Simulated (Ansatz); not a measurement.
C₄H₁₀Cl₃HfN (`CC[N](CC)[Hf]([Cl])([Cl])[Cl]`) at its PBE0-D4/def2-TZVP geometry, where that method's forces vanish. Charge 0, multiplicity 1. Hf: def2 effective core potential.

```xyz
19

C    -0.8020    0.3002   -2.1820
C     0.3270    0.3828   -1.1744
N     0.0202   -0.2771    0.0837
C     1.1770   -0.3896    0.9691
C     1.6149    0.9277    1.5876
Hf   -1.7455   -1.0302    0.6406
Cl   -1.6069   -1.6972    2.8835
Cl   -2.2491   -2.8853   -0.7128
Cl   -3.4211    0.6022    0.4304
H    -1.7022    0.8092   -1.8267
H    -1.0518   -0.7377   -2.4186
H    -0.5078    0.7868   -3.1135
H     1.2274   -0.0840   -1.5989
H     0.5754    1.4370   -0.9977
H     0.9470   -1.0969    1.7719
H     2.0074   -0.8327    0.4020
H     1.9141    1.6537    0.8296
H     2.4700    0.7667    2.2480
H     0.8061    1.3642    2.1782
```

Problem. What forces (eV/Å) does ωB97M-V/def2-TZVPP give on these atoms in Ansatz? (Estimate.)

Solution. The calculation gave: 
```
C1  -0.152 -0.009 -0.134
C2   0.298  0.183 -0.117
N3  -0.241 -0.075  0.074
C4   0.221 -0.207  0.085
C5   0.068  0.161  0.076
Hf6  0.047  0.034 -0.046
Cl7  0.008 -0.028  0.103
Cl8 -0.039 -0.101 -0.063
Cl9 -0.095  0.077 -0.001
H10  0.059 -0.030 -0.018
H11  0.019  0.057  0.018
H12 -0.028 -0.037  0.064
H13 -0.068  0.038  0.025
H14 -0.023 -0.082 -0.022
H15  0.026  0.050 -0.055
H16 -0.058  0.035  0.050
H17 -0.021 -0.051  0.050
H18 -0.062  0.017 -0.048
H19  0.041 -0.030 -0.040
```
